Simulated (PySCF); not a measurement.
**Stretching GeCl**

Set-up: PySCF, no relativity, basis sets Ge def2-TZVPPD, Cl def2-TZVPPD. Energies in eV from Ge + Cl in their ground configurations at the same level. State: ²Π (doublet), unpaired electrons π ↑.

All columns are TPSS. A positive dipole means Ge(−)Cl(+).

```csv
R (Å),E (eV),μ (D),Mulliken charge on Ge (basis-dependent),HOMO (eV),LUMO (eV),Mayer bond order,⟨S²⟩
1.875,-3.127,0.35,0.09,-3.64,-3.32,1.38,0.75
1.962,-3.729,-0.17,0.16,-3.82,-3.49,1.29,0.75
2.049,-4.063,-0.70,0.23,-4.00,-3.65,1.21,0.75
2.115,-4.186,-1.10,0.27,-4.13,-3.78,1.16,0.75
2.180,-4.229,-1.50,0.31,-4.26,-3.90,1.11,0.75
2.245,-4.212,-1.89,0.34,-4.39,-4.02,1.08,0.75
2.333,-4.121,-2.40,0.37,-4.55,-4.17,1.04,0.75
2.442,-3.933,-3.01,0.39,-4.74,-4.36,1.00,0.75
2.572,-3.644,-3.72,0.41,-4.95,-4.56,0.98,0.75
2.747,-3.216,-4.58,0.43,-5.21,-4.81,0.95,0.76
```

A fit through these points gives, at Re = 2.191 Å, μ = -1.56 D and dμ/dR = -6.01 D/Å; the reduced mass is 23.74 u.

**Question.** How strong is the fundamental in the double-harmonic approximation, I = 42.26·(dμ/dR)²/μred km/mol?

**Answer.** I = 42.26·(-6.01)²/23.74 = 64.3 km/mol at TPSS.

Spin–orbit coupling is left out. The state is the lowest determinant that a PBE0 search found; another state may lie lower at other levels.
